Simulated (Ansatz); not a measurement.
Reaction (redistribution): `N[SiH2][S][AlH2]` + `[CH3][SbH2]` → `[AlH2][S][SiH3]` + `[CH3][SbH][NH2]`

Calculated with Ansatz (gas phase, PBE0-D4/def2-TZVP geometries, no zero-point term in ΔE). CCSD(T)/CBS adds triple-zeta CCSD(T) − MP2 to the extrapolated MP2 energy (def2 sets, frozen cores). Functionals use def2-TZVPP. B3LYP here is the variant with VWN-RPA as its local correlation; programs differ in this. HSE06 is defined as in plane-wave codes. def2 core potentials past Kr. For Sb outer-core shells are correlated without core-valence functions, which leaves a few kJ/mol of doubt a bond. One conformer a species, not always the lowest.

`N[SiH2][S][AlH2]`:

Z-matrix (Å, degrees):
```
Si
S 1 2.159
N 1 1.709 2 117.2
H 1 1.482 2 103.7 3 119.7
H 1 1.482 2 108.8 3 -121.1
Al 2 2.172 1 97.9 3 61.3
H 3 1.008 1 119.7 2 -80.0
H 3 1.007 1 120.8 2 66.0
H 6 1.586 2 118.6 1 0.6
H 6 1.579 2 118.4 1 -178.9
```

`[CH3][SbH2]`:

Z-matrix (Å, degrees):
```
C
Sb 1 2.162
H 1 1.088 2 111.0
H 1 1.090 2 108.7 3 120.8
H 1 1.090 2 108.7 3 -120.8
H 2 1.711 1 94.2 3 -45.5
H 2 1.711 1 94.2 3 46.1
```

`[AlH2][S][SiH3]`:

Z-matrix (Å, degrees):
```
Si
S 1 2.141
H 1 1.485 2 111.2
H 1 1.485 2 111.2 3 -121.6
H 1 1.483 2 106.6 3 119.2
Al 2 2.180 1 98.5 3 60.8
H 6 1.578 2 117.2 1 -179.9
H 6 1.582 2 118.3 1 0.0
```

`[CH3][SbH][NH2]`:

Z-matrix (Å, degrees):
```
C
Sb 1 2.149
H 1 1.091 2 109.8
H 1 1.090 2 108.6 3 119.6
H 1 1.090 2 110.1 3 -120.6
N 2 2.038 1 93.9 3 166.5
H 2 1.726 1 92.6 3 67.6
H 6 1.012 2 113.9 1 -70.2
H 6 1.012 2 111.8 1 167.1
```

(1) Is it downhill or uphill in electronic energy at CCSD(T)/CBS, and by how much? (Best estimate.)

(2) What do these levels give: B97M-V, B3LYP-D4, HSE06-D4, BHLYP-D4, ωB97M-V, PBE-QIDH, BLYP, PBE0, CAM-B3LYP, HF/def2-TZVPP, CCSD(T)/def2-TZVPP, HF/def2-QZVPP? (An estimate is asked.)

Largest T1 diagnostic among the species: 0.013.

Results:

(1) Ansatz gave: Uphill: ΔE = +70.9 kJ/mol.

(2) Computed: B97M-V 76.1, B3LYP-D4 74.3, HSE06-D4 76.4, BHLYP-D4 78.3, ωB97M-V 76.6, PBE-QIDH 77.2, BLYP 67.8, PBE0 75.5, CAM-B3LYP 76.2, HF/def2-TZVPP 77.4, CCSD(T)/def2-TZVPP 73.8, HF/def2-QZVPP 76.5 kJ/mol.

In def2-TZVPP, CCSD(T) changes the Hartree–Fock value by −3.6 kJ/mol (the triples alone add −1.1 kJ/mol) and MP2 by −3.6 kJ/mol. Leaving LDA and LC-ωPBE aside and taking each functional with its dispersion term where it has one, the values, not all of them listed here, spread over 10.7 kJ/mol, from revPBE-D4 to r2SCAN0-D4. LDA lies +12.2 kJ/mol from PBE without D4.
